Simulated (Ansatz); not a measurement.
(H2Al-mu-PSiH3)2 (Al2Si4P2H16) was relaxed with PBE0-D4 (def2-SVP) in Ansatz in these states: charge +1 doublet, neutral singlet. The geometries follow in no particular order.

A:

```
atom    x (Å)    y (Å)    z (Å)
 Al1  -1.7337   0.2936  -0.0323
  H2  -2.5654  -0.0166   1.2919
  H3  -2.3679   0.8525  -1.3839
  P4  -0.2388  -1.5752  -0.5274
 Si5  -0.6072  -3.3730   0.7631
 Si6  -0.3179  -2.2189  -2.6749
 Al7   1.7694  -0.3090   0.0576
  H8   2.3796  -0.8673   1.4201
  H9   2.6189  -0.0056  -1.2562
 P10   0.2747   1.5664   0.5338
Si11   0.3149   2.2459   2.6716
Si12   0.5939   3.3560  -0.7804
 H13   0.4308  -4.4121   0.4945
 H14  -1.9615  -3.9319   0.4718
 H15  -0.5288  -2.9136   2.1792
 H16  -1.6707  -2.7712  -2.9857
 H17   0.7191  -3.2618  -2.9344
 H18  -0.0514  -1.0053  -3.4996
 H19   0.0894   1.0391   3.5165
 H20   1.6391   2.8596   2.9862
 H21  -0.7668   3.2492   2.8998
 H22  -0.4934   4.3504  -0.5426
 H23   1.9176   3.9789  -0.4800
 H24   0.5560   2.8701  -2.1886
```

B:

```xyz
24

Al    1.300   -0.803    0.385
H     1.245   -1.313    1.891
H     2.308   -0.880   -0.845
P     0.794    1.584    0.561
Si    0.703    2.378    2.690
Si    2.024    2.909   -0.818
Al   -1.337    0.817   -0.365
H    -2.333    0.883    0.873
H    -1.297    1.332   -1.870
P    -0.822   -1.568   -0.562
Si   -2.025   -2.933    0.802
Si   -0.680   -2.360   -2.689
H     0.103    3.737    2.603
H     2.108    2.418    3.176
H    -0.144    1.419    3.445
H     3.399    2.936   -0.249
H     1.382    4.251   -0.793
H     1.966    2.264   -2.156
H    -2.013   -2.283    2.138
H    -3.388   -3.019    0.211
H    -1.327   -4.247    0.790
H    -0.019   -3.690   -2.590
H    -2.076   -2.466   -3.190
H     0.131   -1.366   -3.439
```

Judge from the bond lengths which geometry belongs to which state (an estimate).

A is the neutral singlet (P10–Si12 2.243 Å, P4–Si5 2.243 Å, P4–Si6 2.243 Å); B is the charge +1 doublet (P10–Si12 2.274 Å, P4–Si5 2.274 Å, P4–Si6 2.274 Å).
